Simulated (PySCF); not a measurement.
Point-charge models of `CCO[SiH]1C[SiH2]C1` against its computed dipole.

Coordinates (GFN2-xTB, Å) and charges (e) from the PBE0/pcSseg-1 density (PySCF):

| atom | x | y | z | Mulliken | IAO | Hirshfeld | ESP-fitted |
| --- | --- | --- | --- | --- | --- | --- | --- |
| C1 | 3.120 | 0.696 | -0.604 | -0.2741 | -0.4237 | -0.1218 | -0.3742 |
| C2 | 2.057 | -0.384 | -0.484 | +0.0277 | -0.0356 | +0.0132 | +0.4091 |
| O3 | 0.939 | 0.135 | 0.179 | -0.6275 | -0.6350 | -0.2163 | -0.4930 |
| Si4 | -0.430 | -0.634 | 0.581 | +1.0065 | +1.1415 | +0.4184 | +0.7766 |
| C5 | -1.673 | -0.955 | -0.843 | -0.8607 | -0.8716 | -0.2670 | -0.6548 |
| Si6 | -2.829 | 0.432 | -0.194 | +0.6522 | +0.7611 | +0.3415 | +0.6157 |
| C7 | -1.617 | 0.691 | 1.264 | -0.8406 | -0.8577 | -0.2634 | -0.5862 |
| H8 | 3.405 | 1.044 | 0.385 | +0.1184 | +0.1486 | +0.0430 | +0.0983 |
| H9 | 2.727 | 1.539 | -1.166 | +0.1183 | +0.1483 | +0.0429 | +0.1079 |
| H10 | 3.998 | 0.304 | -1.111 | +0.1075 | +0.1431 | +0.0457 | +0.0855 |
| H11 | 1.760 | -0.738 | -1.479 | +0.1043 | +0.1214 | +0.0362 | -0.0325 |
| H12 | 2.446 | -1.242 | 0.077 | +0.1010 | +0.1207 | +0.0358 | -0.0328 |
| H13 | -0.148 | -1.816 | 1.405 | -0.1184 | -0.1609 | -0.0857 | -0.1639 |
| H14 | -2.124 | -1.943 | -0.845 | +0.1619 | +0.1605 | +0.0329 | +0.1324 |
| H15 | -1.288 | -0.787 | -1.846 | +0.1632 | +0.1589 | +0.0324 | +0.1513 |
| H16 | -2.958 | 1.578 | -1.098 | -0.0830 | -0.1225 | -0.0782 | -0.1419 |
| H17 | -4.159 | -0.037 | 0.204 | -0.0868 | -0.1253 | -0.0808 | -0.1460 |
| H18 | -2.034 | 0.437 | 2.234 | +0.1613 | +0.1602 | +0.0337 | +0.1239 |
| H19 | -1.203 | 1.690 | 1.350 | +0.1687 | +0.1680 | +0.0378 | +0.1247 |

Compute μ = Σ q r for each scheme (1 e·Å = 4.803 D) and compare with the dipole of the full density.

The full density gives (0.91, -0.78, -0.48) D, 1.29 D in size; dipole vectors point from the negative to the positive end.

```csv
scheme,μx,μy,μz,size (D),share of the full size (%),angle to the full dipole (°)
Mulliken,1.24,-1.28,-0.67,1.91,147,5
IAO,0.17,-1.51,-0.39,1.57,121,42
Hirshfeld,0.59,-0.41,-0.24,0.76,58,6
ESP-fitted,0.89,-0.78,-0.50,1.29,100,1
```

Which set comes closest?

Length of the difference vector: ESP-fitted 0.03 D, Hirshfeld 0.55 D, Mulliken 0.63 D, IAO 1.05 D. Closest: ESP-fitted. ESP charges are fitted to the potential around the molecule, whose slowest-falling term is the dipole's. 

What is left for the Hirshfeld atoms' own dipoles?

The shares of the density sum to the whole, so what Σ q r misses lies in dipoles about the nuclei. The atomic dipoles sum to (0.91, -0.78, -0.48) − (0.59, -0.41, -0.24) = (0.32, -0.37, -0.24) D, 0.55 D in size.

With the origin at the mean of the coordinates, (-0.001, 0.000, -0.105) Å, which are the largest single terms, by size, of the ESP-fitted dipole along the direction of the full one?

Si6 -6.57, C7 +5.82, C2 +3.58, C1 -3.54, H17 +2.12 D; all 19 atoms together +1.29 D. The single terms depend on the origin, their sum doesn't.

Give the size of the full dipole in other units.

1.29 D = 0.509 au = 0.270 e·Å = 4.32 × 10⁻³⁰ C·m.

Isolated species at its GFN2-xTB geometry (one conformer only).

The run behind these numbers computed NMR shieldings as well. The run took 27 s wall on one thread of an x86-64 server, shared host.

Conformer computed: `[CH3:1][CH2:2][O:3][SiH:4]1[CH2:5][SiH2:6][CH2:7]1`: C1–C2–O3–Si4 -178°, C2–O3–Si4–C5 -76°.
